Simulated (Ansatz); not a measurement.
Calculated with Ansatz (gas phase, PBE0-D4/def2-TZVP geometries, no zero-point term in ΔE). CCSD(T)/CBS adds triple-zeta CCSD(T) − MP2 to the extrapolated MP2 energy (def2 sets, frozen cores). This one scheme is used for every species. Functionals use def2-TZVPP. For Zn outer-core shells are correlated without core-valence functions, which leaves a few kJ/mol of doubt a bond. Scalar relativity is left out up to krypton. Each species was taken in one conformer, which may not be the lowest.

Reaction (substitution at a C–Cl bond): `Cl[CH2][ZnH]` + H₂S → `S[CH2][ZnH]` + HCl

| level | ΔE (kcal/mol) |
| --- | --- |
| B97M-V | -3.1 |
| CAM-B3LYP-D4 | -2.5 |
| PBE0 | -3.1 |
| RPA@PBE/def2-TZVPP | -2.6 |

(1) What does CCSD(T)/CBS give? (Estimate.)

Largest T1 diagnostic among the species: 0.014.

Results:

(1) The calculation gave: -3.3 kcal/mol. The listed levels differ from it by 0.2, 0.8, 0.2, 0.7 kcal/mol.

In def2-TZVPP, CCSD(T) changes the Hartree–Fock value by −2.2 kcal/mol (the triples alone add −0.3 kcal/mol) and MP2 by −3.0 kcal/mol. Leaving LDA and LC-ωPBE aside and taking each functional with its dispersion term where it has one, the values, not all of them listed here, spread over 1.1 kcal/mol, from PBE-QIDH to CAM-B3LYP-D4. LDA lies −1.1 kcal/mol from PBE without D4.
